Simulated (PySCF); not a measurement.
C₃H₇NSi, SMILES C1(=NCC1)[SiH3].

Geometry optimised at PBE0-D3(BJ)/def2-SVP. The structure was generated by enumeration, and PubChem lists no compound with its InChIKey, so it may never have been made.

These are PBE0/def2-TZVP in PySCF values and carry that method's errors.

Gas-phase values at a fixed geometry.

### Question
Estimate the frontier levels, gap, dipole moment and polarisability. (The exact figures need the calculation; the answer reports its results.)

### Answer

```yaml
highest_occupied_level: -7.40 eV
lowest_empty_level: -0.74 eV
orbital_gap: 6.65 eV
dipole_moment: 0.453 e·Å
quadrupole, principal values (traceless, Buckingham form, about the centre of nuclear charge): -5.62, 0.98, 4.64 D·Å
mean_static_polarisability: 68.0 bohr³ (10.07 Å³)
polarisability_principal_values: 54.6, 63.8, 85.4 bohr³
```
